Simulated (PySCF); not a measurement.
**Ga⁺ (gallium, charge +1) across methods**

[Ar] 3d9 4s2 4p1, one real determinant (an excited configuration). Computed with PySCF 2.14 in ANO-RCC-VTZP, with the spin-free X2C one-electron Hamiltonian (Gaussian nucleus).

```
 method  E (hartree)  mean ε 4s α (eV)  mean ε 4s β (eV)  mean ε 4p α (eV)  Σ⟨r²⟩ (bohr²)   ⟨S²⟩
    PBE    -1942.580           -19.679           -18.646           -11.831          28.95  2.003
wB97X-V    -1942.685           -23.474           -22.097           -15.111          28.95  2.003
    LDA    -1939.680           -19.940           -19.001           -11.837          28.84  2.001
  B97-3    -1942.679           -20.889           -19.569           -12.824          28.95  2.003
   PBE0    -1942.600           -20.989           -19.614           -12.952          28.91  2.004
r2SCAN0    -1942.792           -21.273           -19.797           -13.221          28.83  2.007
    UHF  -1941.27113           -24.110           -21.467           -15.718          29.33  2.011
 r2SCAN    -1942.825           -20.057           -18.861           -12.212          28.81  2.006
```

Estimate the same row for PBEsol.

E (hartree) = -1941.069; mean ε 4s α (eV) = -19.717; mean ε 4s β (eV) = -18.662; mean ε 4p α (eV) = -11.804; Σ⟨r²⟩ (bohr²) = 28.89; ⟨S²⟩ = 2.002.

⟨L²⟩ = 8.01 against 12 for a pure F term, so this real determinant mixes terms.
